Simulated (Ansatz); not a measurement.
Input for Ansatz (a program for electronic structure): R-CCSD(T)/def2-SVP on HISSi (SMILES S[Si]I), a point of a torsion scan. Elements past Kr take the def2 small-core potentials; no spin–orbit coupling. The run froze 19 orbitals, filled d shells among them.

Ansatz 0.2 input:
```yaml
crystal:
  periodic: [false, false, false]
  atoms:
    - {symbol: S, position_ang: [-1.36802121, 0.43279355, 0.47686156]}
    - {symbol: Si, position_ang: [0.63687409, 0.92818606, -0.27975210]}
    - {symbol: I, position_ang: [0.30404920, 3.23697563, -1.15287664]}
    - {symbol: H, position_ang: [-1.49347784, -0.61257391, -0.32982547]}
basis:
  gaussian:
    orbitals: def2-SVP
magnetization: {spin_polarized: false}
correlation: {method: ccsd_t, electrons: outside_noble_gas}
scf: {lower_state_search: off}
```

Task: Predict the final total energy.

Result: -983.8573 hartree (reference determinant -983.5037, T1 diagnostic 0.018).
